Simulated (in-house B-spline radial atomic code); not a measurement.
Whole-atom quantities along the 45-electron series, configuration [Kr] 4d9. Computed with an all-electron radial atomic-structure program (B-spline basis): non-relativistic Hartree-Fock, average of the configuration, point nuclei.

This level leaves out relativity, spin-orbit splitting included, which matters for heavy ions.

| ion | Z | E/Z² (Eh) | Σ<r²> (bohr²) | n(0)/Z³ (bohr⁻³) | Lamb diamagnetic shielding (ppm) | repulsion over attraction |
| --- | --- | --- | --- | --- | --- | --- |
| Pd+ | 46 | -2.3335 | 35.142 | 0.70042 | 4534.39 | 0.1596 |
| Ag2+ | 47 | -2.3525 | 29.649 | 0.7012 | 4662.33 | 0.15808 |
| Cd3+ | 48 | -2.3711 | 25.778 | 0.70195 | 4789.73 | 0.15644 |
| In4+ | 49 | -2.3892 | 22.825 | 0.70268 | 4916.77 | 0.15472 |
| Sn5+ | 50 | -2.4068 | 20.466 | 0.70339 | 5043.56 | 0.15295 |
| Sb6+ | 51 | -2.4239 | 18.524 | 0.70409 | 5170.14 | 0.15115 |
| Te7+ | 52 | -2.4406 | 16.891 | 0.70477 | 5296.58 | 0.14935 |
| I8+ | 53 | ? | ? | ? | ? | ? |
| Xe9+ | 54 | -2.4727 | 14.288 | 0.70607 | 5549.08 | 0.14574 |
| Cs10+ | 55 | -2.4882 | 13.232 | 0.70669 | 5675.2 | 0.14395 |
| Ba11+ | 56 | -2.5032 | 12.3 | 0.7073 | 5801.24 | 0.14218 |
| La12+ | 57 | ? | ? | ? | ? | ? |
| Ce13+ | 58 | -2.532 | 10.732 | 0.70847 | 6053.14 | 0.13869 |
| Pr14+ | 59 | ? | ? | ? | ? | ? |
| Nd15+ | 60 | -2.5594 | 9.4658 | 0.70958 | 6304.85 | 0.13531 |
| Pm16+ | 61 | -2.5726 | 8.9205 | 0.71012 | 6430.64 | 0.13365 |

Problem. Fill in the row of I8+.

Solution. E/Z² (Eh): -2.4569; Σ<r²> (bohr²): 15.496; n(0)/Z³ (bohr⁻³): 0.70543; Lamb diamagnetic shielding (ppm): 5422.88; repulsion over attraction: 0.14754.

Problem. Fill in the row of La12+.

Solution. E/Z² (Eh): -2.5178; Σ<r²> (bohr²): 11.472; n(0)/Z³ (bohr⁻³): 0.7079; Lamb diamagnetic shielding (ppm): 5927.22; repulsion over attraction: 0.14042.

Problem. Fill in the row of Pr14+.

Solution. E/Z² (Eh): -2.5459; Σ<r²> (bohr²): 10.067; n(0)/Z³ (bohr⁻³): 0.70904; Lamb diamagnetic shielding (ppm): 6179.02; repulsion over attraction: 0.13699.

Problem. With what power of Z does the column «Σ<r²> (bohr²)» change over this range?

Solution. A fit of the logarithm of its size against log Z from Z = 46 to 61 has slope -4.68. Unscreened non-relativistic hydrogenic orbitals would give -2.
